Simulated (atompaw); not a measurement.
Reading a pseudo-wave (indium)

Columns: radius, all-electron u(r) and pseudo u(r) of the 5s shell (level -23.68 eV) of indium in the configuration [Kr] 4d10 5s1 5p0; PBEsol, scalar-relativistic, PAW (atompaw) scheme, atompaw 4.2.0.5.

```csv
r (bohr),all-electron,pseudo
0.106,-0.1361,0.0913
0.212,0.1959,0.1814
0.317,0.1865,0.2682
0.423,-0.0549,0.3523
0.529,-0.2719,0.4317
0.635,-0.3678,0.5055
0.740,-0.3465,0.5723
0.846,-0.2444,0.6328
0.952,-0.0997,0.6857
1.058,0.0585,0.7306
1.163,0.2105,0.7673
1.269,0.3485,0.7963
1.375,0.4662,0.8174
1.481,0.5619,0.8309
1.587,0.6362,0.8373
1.692,0.6903,0.8372
1.798,0.7273,0.8310
1.904,0.7488,0.8195
2.010,0.7574,0.8033
2.115,0.7550,0.7833
2.221,0.7438,0.7598
2.327,0.7255,0.7335
2.433,0.7016,0.7049
2.538,0.6739,0.6749
2.644,0.6429,0.6430
2.750,0.6099,0.6099
```

(1) How many radial nodes do the two functions have?

(2) Where does each function peak?

(3) Is the pseudo-wave norm-conserving?

Answers

(1) The all-electron 5s function has n − l − 1 = 4 (the table is too coarse to show those close to the nucleus); the pseudo-wave has 0, since the states of the same l below it are removed with the core.

(2) Outermost all-electron maximum near 2.01 bohr, pseudo maximum near 1.59 bohr (to the table’s step).

(3) No, it belongs to a PAW set: the norm inside the radius is not constrained, and the difference is carried by the augmentation charge.
